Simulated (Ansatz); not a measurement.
Relaxation of CH₅F₂Si (9 atoms, charge 0, multiplicity 2), to a largest force component of 0.03 eV/Å in at most 50 steps.

Level of theory: UKS PBE-D4/def2-SVP in Ansatz 0.2.0.

```xyz
9
Properties=species:S:1:pos:R:3
Si 0.102 0.235 0.513
H -0.386 -1.090 0.925
F 1.640 0.231 -0.034
C -0.957 1.503 -0.340
H -2.011 1.381 -0.015
H -0.615 2.510 -0.023
H -0.918 1.449 -1.445
H -0.274 -1.032 -0.908
F 0.183 0.633 2.090
```

Problem. Where does it end, and by what steps?

Solution. It converged. After 11 steps the energy has fallen by 0.374 eV; H8 moved furthest, 1.31 Å.

| step | energy less start (eV) | largest force component (eV/Å) | accepted |
| --- | --- | --- | --- |
| 0 | 0.0000 | 1.134 | yes |
| 1 | -0.1543 | 0.285 | yes |
| 2 | -0.2085 | 0.392 | yes |
| 3 | -0.2559 | 0.320 | yes |
| 4 | -0.3010 | 0.292 | yes |
| 5 | -0.3360 | 0.173 | yes |
| 6 | -0.3582 | 0.048 | yes |
| 7 | -0.3670 | 0.105 | yes |
| 8 | -0.3706 | 0.187 | yes |
| 9 | -0.3727 | 0.105 | yes |
| 10 | -0.3731 | 0.122 | yes |
| 11 | -0.3737 | 0.028 | yes |

```xyz
9
Properties=species:S:1:pos:R:3
Si 0.102 0.372 0.825
H -0.396 -1.034 0.919
F 1.617 0.330 0.219
C -0.949 1.512 -0.200
H -1.976 1.575 0.212
H -0.516 2.532 -0.215
H -1.017 1.147 -1.245
H -0.322 -1.574 -2.095
F 0.223 0.960 2.344
```

Whether the end is a true minimum wasn't checked by a vibrational analysis.

Time of the run: 28 s on 2 threads of Arm Neoverse V2 (shared host), peak memory 0.14 GiB.
